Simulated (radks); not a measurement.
Question: Species: the bromine ion Br2+. Configuration: [Ar] 3d10 4s1.5 4p3 4f0.5 (fractional occupations, a model configuration). Calculated with a radial shooting solver on a logarithmic mesh with Libxc functionals: Dirac Kohn-Sham, PBEsol, spin-unpolarised, spherical densities, finite nucleus; open shells fill j = l - 1/2 first; Fermi nuclear charge, rms radius 4.1629 fm. Some entries of the table are withheld. Estimate them.

| orbital | occ. | eigenvalue (hartree) | r(max) (bohr) |
|---|---|---|---|
| 1s1/2 | 2 | -489.9807 | 0.02793 |
| 2s1/2 | 2 | -64.69731 | 0.1594 |
| 2p1/2 | 2 | -58.38494 | 0.1252 |
| 2p3/2 | 4 | -56.64103 | 0.1285 |
| 3s1/2 | 2 | -9.80494 | 0.4844 |
| 3p1/2 | 2 | -7.60998 | (1) |
| 3p3/2 | 4 | -7.35846 | (2) |
| 3d3/2 | 4 | -3.54675 | 0.4287 |
| 3d5/2 | 6 | -3.50667 | 0.4314 |
| 4s1/2 | 1.5 | -1.68244 | 1.378 |
| 4p1/2 | 2 | (3) | (4) |
| 4p3/2 | 1 | (5) | (6) |
| 4d3/2 | 0 | -0.51103 | (7) |
| 4d5/2 | 0 | -0.50895 | (8) |
| 5s1/2 | 0 | -0.50074 | 3.516 |
| 5p1/2 | 0 | -0.38606 | (9) |
| 5p3/2 | 0 | -0.38171 | (10) |
| 4f5/2 | 0.5 | -0.20373 | 5.712 |
| 4f7/2 | 0 | -0.20373 | 5.712 |

Answer: 
(1) 3p1/2 r(max) (bohr): 0.4754
(2) 3p3/2 r(max) (bohr): 0.4842
(3) 4p1/2 eigenvalue (hartree): -1.18578
(4) 4p1/2 r(max) (bohr): 1.540
(5) 4p3/2 eigenvalue (hartree): -1.16015
(6) 4p3/2 r(max) (bohr): 1.566
(7) 4d3/2 r(max) (bohr): 2.214
(8) 4d5/2 r(max) (bohr): 2.224
(9) 5p1/2 r(max) (bohr): 4.242
(10) 5p3/2 r(max) (bohr): 4.317
